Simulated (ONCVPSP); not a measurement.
# Sr (Z = 38), ONCV: configuration errors across variants

ONCVPSP 4.0.1 input, shortened (lines: element, Z, core and valence counts, functional; n l f; lmax; l rc ep ncon nbas qcut; lloc lpopt rc5 dvloc0; l nproj debl; icmod fcfact rcfact), PBEsol, scalar-relativistic:

```
  Sr 38.00    8    2  -116133      upf
    1    0    2.00
    2    0    2.00
    2    1    6.00
    3    0    2.00
    3    1    6.00
    3    2   10.00
    4    0    2.00
    4    1    6.00
    5    0    1.50
    5    1    0.50
    2
    0    3.95    0.00    4    7    1.80
    1    3.70    0.00    4    9    2.50
    2    4.20    0.06    5    8    2.30
    4    5    3.40    1.00
    0    2    2.20
    1    3    0.80
    2    2    0.30
    0    0.00    0.00
```

In the d channel the program set the typed energies aside and used -0.064, 0.236 Ha.

All-electron excitation energies from the reference (eV): (1) 5s2 5p0 -1.145; (2) 5s1 5p0 4.751; (3) 5s1.5 5p0 1.200; (4) 4d0.5 5s1.5 5p0 0.003.

3 further variants failed, have other tests or too few solved ones, and are left out.

A true bound ghost makes a file unfit for plane-wave use even where its test errors are small: the radial tests pick states by their node count and pass the ghost by.

Errors AE − PS in meV (a dash: test not solved or not reliable):

```tsv
change	(1)	(2)	(3)	(4)	bound ghosts	GHOST(+) flags above zero
base	+1.2	-8.0	-2.9	+55	p	s
s: qcut 1	+0.1	-9.2	-2.9	+51	p	s
s: qcut 1.3	+0.5	-8.7	-2.9	+54	p	s
s: qcut 1.7	+1.1	-8.1	-2.9	+55	p	s
s: qcut 1.9	+1.3	-8.0	-2.9	+56	p	s
s: qcut 2	+1.4	-7.9	-2.9	+58	p	s
```

Task: Give the same row for: s: qcut 1.5.

Result: +0.8, -8.4, -2.9, +56; bound ghosts: p; GHOST(+) flags above zero: s.
